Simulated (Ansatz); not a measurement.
CH4ClFOSTi, SMILES `C[O][Ti]([F])([SH])[Cl]`. Charge 0, multiplicity 1. Correlated methods include outer-core shells of Ti, which these sets cover unevenly. Scalar relativity is left out up to krypton.

```csv
atom,x (Å),y (Å),z (Å)
C1,0.8979,0.6053,1.6756
O2,0.2047,0.2248,0.5262
Ti3,-0.8037,-0.3137,-0.7682
F4,-2.0983,0.8175,-1.1256
S5,0.6213,-0.4550,-2.5438
Cl6,-1.6689,-2.2856,-0.3044
H7,0.4327,1.4922,2.1122
H8,0.8813,-0.2112,2.4017
H9,1.9336,0.8333,1.4125
H10,-0.4005,-0.7076,-3.3862
```

**Question.** Give the diagnostics of a CCSD(T)/def2-TZVPP run (frozen core, Ansatz 0.2.0). (Best estimate.)

**Answer.** Computed: T1 = 0.0243, largest single amplitude 0.046, largest double 0.031, (T) share of the correlation energy 5.0 %, 15 CCSD cycles. The RHF solution is stable towards an unrestricted one. T1 lies over the customary mark of 0.02 for closed shells; compounds of d metals often pass it without a breakdown.
